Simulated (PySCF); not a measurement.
**Simulated absorption spectrum**

C8H7Br.
SMILES: `C=C1C=CC=C(Br)C=C1`

Method: TDDFT PBE0/def2-SVPD, vertical, gas phase, core orbitals frozen in the response (PySCF 2.14.0, density-fitted response routines). Geometry: PBE0-D3(BJ)/def2-SVP; no solvent, vibrations or thermal averaging. The PBE0/def2-SVPD calculation is non-relativistic and has no spin–orbit coupling, an omission that weighs most on bromine.

Computed states:

| state | E (eV) | f |
| --- | --- | --- |
| S1 | 2.57 | 0.016 |
| S2 | 4.34 | 0.258 |
| S3 | 4.44 | 0.0001 |
| S4 | 4.98 | 0.279 |
| S5 | 5.04 | 0.0001 |
| S6 | 5.60 | 0.0005 |

Broadening: Gaussians 0.3 eV wide at half height, area fixed by f = 4.319×10⁻⁹ ∫ε dν̃. The cross-section is σ = 3.8235×10⁻²¹ ε cm², given in Mb (10⁻¹⁸ cm²). The width is an assumption, not a result. The curve ends short of the highest state used, and states not computed would add to its high-energy end.

Task: What does the envelope look like, and where are its maxima?

Result: 
| E (eV) | σ (Mb) |
| --- | --- |
| 2.12 | 0.01 |
| 2.22 | 0.14 |
| 2.31 | 0.72 |
| 2.41 | 2.59 |
| 2.51 | 4.98 |
| 2.61 | 5.18 |
| 2.71 | 2.91 |
| 2.81 | 0.88 |
| 2.91 | 0.14 |
| 3.01 | 0.01 |
| 3.11 | 0.00 |
| 3.21 | 0.00 |
| 3.31 | 0.00 |
| 3.41 | 0.00 |
| 3.51 | 0.00 |
| 3.61 | 0.00 |
| 3.70 | 0.00 |
| 3.80 | 0.01 |
| 3.90 | 0.25 |
| 4.00 | 2.68 |
| 4.10 | 15.72 |
| 4.20 | 49.72 |
| 4.30 | 84.93 |
| 4.40 | 78.37 |
| 4.50 | 39.14 |
| 4.60 | 11.69 |
| 4.70 | 10.38 |
| 4.80 | 36.20 |
| 4.90 | 79.40 |
| 5.00 | 94.36 |

Maxima: 483 nm (2.57 eV), ε about 1400, made up of S1 (100%); 286 nm (4.34 eV), ε about 23000, made up of S2 (100%); 249 nm (4.98 eV), ε about 25000, made up of S4 (100%) (ε in L mol⁻¹ cm⁻¹; maxima over ε = 5, shares over 10%).

Task: Does any computed singlet lie in the visible range?

Result: S1 lies in the visible range (380 to 750 nm), at 483 nm, f = 0.016; light of that wavelength is green-blue, and its complementary colour is orange.

Task: Coming from long wavelengths, where does ε first pass 100 L mol⁻¹ cm⁻¹?

Result: At about 545 nm (2.27 eV), 0.29 eV below S1.

Task: On this curve, what absorbance would a 10⁻⁴ mol/L sample give at 266 nm over a 1 cm path?

Result: 266 nm is 4.661 eV, where ε is about 2000 L mol⁻¹ cm⁻¹, so A = ε c l ≈ 0.2 (Beer–Lambert, with the gas-phase spectrum and the assumed width).
